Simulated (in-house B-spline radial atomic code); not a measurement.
**Binding energies in Lu⁷⁺**

NIST's tabulated ground configuration is [Kr] 4d10 4f13 5s2 5p3; each binding energy is the energy of the ion with one electron taken from that subshell, relaxed, less that of the parent. Method: Dirac-Hartree-Fock, average of configuration, Fermi nucleus of rms radius 5.37 fm. Calculated with a B-spline radial code for spherical atoms. Energies include first-order Breit, QED and recoil terms.

| subshell | X-ray name | binding energy (eV) | -ε (eV) | relaxation (eV) |
| --- | --- | --- | --- | --- |
| 1s | K | 63432.1 | 63818.2 | 81.9 |
| 2s | L1 | 10998.8 | 11083.1 | 47.5 |
| 3s | M1 | 2619.4 | 2652.2 | 25.4 |
| 3d3/2 | M4 | 1761.6 | 1791.6 | 27.4 |
| 3d5/2 | M5 | 1710.6 | 1739.1 | 26.9 |
| 4s | N1 | 632.2 | 642.6 | 8.8 |
| 4d3/2 | N4 | 326.7 | 334.1 | 7.1 |
| 4d5/2 | N5 | 316.8 | 323.7 | 6.8 |
| 5s | O1 | 165.5 | 166.6 | 0.8 |
| 5p | O2,3 | 131.7 | 132.5 | 0.6 |
| 4f | N6,7 | 122.7 | 128.0 | 5.4 |

Relaxation = -ε minus the binding energy without Breit, QED and recoil terms.

Q: What does it cost to remove two 4f electrons?

A: 273.61 eV, which is 28.19 eV more than the two single binding energies together.

Q: What does it cost to remove two 3d3/2 electrons?

A: 3595.5 eV, which is 72.33 eV more than the two single binding energies together.

Q: What does it cost to remove both a 3d5/2 and a 4s electron?

A: 2379.9 eV, which is 37.11 eV more than the two single binding energies together.
